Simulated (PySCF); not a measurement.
Peak assignment

Mapped SMILES: `[CH2:1]=[C:2]([CH3:3])[B:4]([O:5][CH3:6])[O:7][CH2:8][F:9]`; H(Xn) means a hydrogen on atom n. Ha(C1) is cis to C3; Hb(C1) is trans to C3.

PySCF 2.14 calculation with geometry: PBE0-D3(BJ)/def2-SVP and shieldings: GIAO HF/pcSseg-1; equivalent nuclei averaged, single conformer, no relativistic terms, isolated molecule.

Chemical shifts δ = σref − σ; TMS for ¹³C, ¹H, all at this level.

Problem. Assign these signals to the numbered atoms. ¹³C{¹H} NMR (computed): δ 145.1, 139.1, 87.9, 48.1, 23.1.

Solution. 
| δ (ppm) | atoms | environment | reason |
| --- | --- | --- | --- |
| 145.1 | C2 | fully substituted alkene carbon | the olefinic region |
| 139.1 | C1 | terminal =CH2 carbon | an sp2 carbon of a C=C bond |
| 87.9 | C8 | sp3 CH2 bonded to F and O | 2 electronegative neighbours deshield it |
| 48.1 | C6 | methyl carbon bonded to O | the inductive effect lowers its shielding |
| 23.1 | C3 | allylic methyl carbon | aliphatic region, no heteroatom directly attached |

Problem. Assign these signals to the numbered atoms. ¹H NMR (400 MHz, computed): δ 6.10 (m, 1H), 6.02 (m, 1H), 5.19 (m, 2H), 3.52 (s, 3H), 1.87 (s, 3H).

Solution. 
| δ (ppm) | atoms | environment | reason |
| --- | --- | --- | --- |
| 6.10 | Hb(C1) | hydrogen on a terminal =CH2 carbon | a vinylic proton, deshielded by the sp2 carbon and the C=C anisotropy |
| 6.02 | Ha(C1) | hydrogen on a terminal =CH2 carbon | – |
| 5.19 | H(C8) | hydrogen on an sp3 CH2 bonded to F and O | its carbon carries F and O, hence the downfield position |
| 3.52 | H(C6) | hydrogen on a methyl carbon bonded to O | its carbon carries O, which withdraws density |
| 1.87 | H(C3) | hydrogen on an allylic methyl carbon | allylic position |

Hb(C1) and Ha(C1) lie closer than the usual error of such a calculation, so a measured spectrum could show them in the other order.

A carbon bonded to boron is broadened by the quadrupolar boron nucleus and is often missing from a measured spectrum. Splittings by ¹⁹F in the carbon and heteronuclear signals aren't shown, as no couplings were computed. Shifts are as computed. Against solution values, carbons near 30 ppm lie about -0 ppm off and those near 130 ppm about +7 ppm. Of 1211 compounds with measured shifts, 218 miss one by over three times the rms of a fit or turn the order of signals round; such compounds aren't used in these exercises. No couplings were computed; multiplicities are counted from neighbouring protons, with m where these are inequivalent, close in shift, in a saturated or five-membered ring or joined by F or P, and br s for small geminal =CH2 splittings.
